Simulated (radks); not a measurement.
The numbers below are computed, except where a source is named.
Task: The bromine ion Br2+, [Ar] 3d10 4s2 4p3. Code: a radial shooting solver on a logarithmic mesh with Libxc functionals. Model: non-relativistic Kohn-Sham, LDA (Slater exchange, Perdew-Wang correlation), spin-polarised, spherical densities, point nucleus. Every spin shell is full or empty, so the densities are truly spherical. Functionals are evaluated on that one density, not self-consistently. Rank these exchange functionals by their error against the exact value of the orbitals, and give that value: LDA, PBEsol, PW91, PW86, WC, AM05, B86b, TPSS, r2SCAN, MS2, Tao-Mo, TASK.

Result: Exact: -88.9255 hartree. From best to worst, with 100 (|E| - |E exact|)/|E exact| (equal figures are ties): r2SCAN +0.02, TPSS -0.04, PW91 +0.08, PW86 +0.11, B86b +0.13, MS2 -0.38, Tao-Mo -0.61, WC -0.93, TASK -2.41, PBEsol -2.49, AM05 -5.09, LDA -5.55.
